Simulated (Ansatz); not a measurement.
Reaction (cleavage of the Sn–Al bond): `O[SiH2][AlH][SnH3]` + `[SiH3]S` → `[SiH3][S][SnH3]` + `O[SiH2][AlH2]`

Gas-phase electronic energies from Ansatz, PBE0-D4/def2-TZVP geometries. CBS: MP2 limit from def2 TZ/QZ plus the TZ coupled-cluster correction, frozen cores. Functionals use def2-TZVPP. B3LYP here is the variant with VWN-RPA as its local correlation; programs differ in this. def2 core potentials past Kr. For Sn outer-core shells are correlated without core-valence functions, which leaves a few kJ/mol of doubt a bond. One conformer a species, not always the lowest.

```
             level  ΔE (kJ/mol)  difference from CCSD(T)/CBS
       LDA (SPW92)         -0.9                         19.0
            B97M-V        -31.4                        -11.5
          B3LYP-D4        -17.9                          2.0
      CAM-B3LYP-D4        -18.9                          1.0
             B3LYP        -14.1                          5.8
    MP2/def2-TZVPP        -23.3                         -3.4
SCS-MP2/def2-TZVPP        -24.7                         -4.8
   CCSD/def2-TZVPP        -16.8                          3.1
CCSD(T)/def2-TZVPP        -16.9                          3.0
    CCSD/CBS(def2)        -19.9                          0.0
       CCSD(T)/CBS        -19.9                            0
```

Largest T1 diagnostic among the species: 0.014.

Leaving LDA and LC-ωPBE aside and taking each functional with its dispersion term where it has one, the values, not all of them listed here, spread over 23.4 kJ/mol, from B97M-V to PBE-D4. LDA lies +4.9 kJ/mol from PBE without D4. From PBE to PBE0 (25 % exact exchange), in def2-TZVPP and without D4, ΔE moves by −4.3 kJ/mol.

CCSD(T)/CBS has its own doubt, a few kJ/mol and more with outer-core shells, so smaller differences from it don't rank the levels.
